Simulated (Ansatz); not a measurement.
H2OSi, SMILES `O[SiH]` (excited triplet; H–O–Si–H torsion 98°) (charge 0, multiplicity 3). This triplet is an excited state, 1.72 eV above the relaxed singlet at the level composite: frozen-core CCSD(T) with HF/cc-pVQZ and the correlation energy extrapolated as X^-3 from cc-pVTZ and cc-pVQZ, plus CCSDT(Q) minus CCSD(T) in cc-pVDZ // PBE0-D3(BJ)/def2-TZVP (Ansatz, an electronic-structure program).

The numbers are results of Ansatz with CAM-B3LYP/cc-pVTZ // PBE0-D3(BJ)/def2-TZVP, not measurements.

Ansatz 0.2 input:
```yaml
crystal:
  periodic: [false, false, false]
  atoms:
    - { symbol: O, position_ang: [-0.869377, -0.221532, 0.34452] }
    - { symbol: Si, position_ang: [0.605291, 0.525842, 0.295195] }
    - { symbol: H, position_ang: [-1.472838, -0.025044, -0.375536] }
    - { symbol: H, position_ang: [1.736924, -0.279265, -0.264179] }
basis:
  gaussian: { orbitals: cc-pVTZ }
hamiltonian:
  xc: cam_b3lyp
magnetization:
  spin_polarized: true
  initial_magnetization: 2
```

Output:

```
Functional definition: CAM-B3LYP
571 factors; their error is unknown
132 factors; integrals over basis functions are off by at most 2.1e-5 eV
mean field evaluation 1: about -9951.7680 eV, gradient 3.5e1 eV
mean field evaluation 2: about -9945.5939 eV, gradient 5.4e1 eV
mean field evaluation 4: about -9955.7175 eV, gradient 6.3e-1 eV
mean field evaluation 8: about -9955.7239 eV, gradient 3.0e-2 eV
mean field evaluation 16: about -9955.7421 eV, gradient 1.3e-4 eV
mean field -9955.74207563 eV, -365.8667730351 hartree, gradient 5.0e-5 eV, S^2 2.003441; 0 other end points of the search recorded, 0 dependent functions left out
reference -9955.74216795 eV, -365.8667764279 hartree; 13, 11 occupied and 79, 81 virtual orbitals, 571 factors
Total energy: -9955.74216795 eV, -365.8667764279 hartree
```
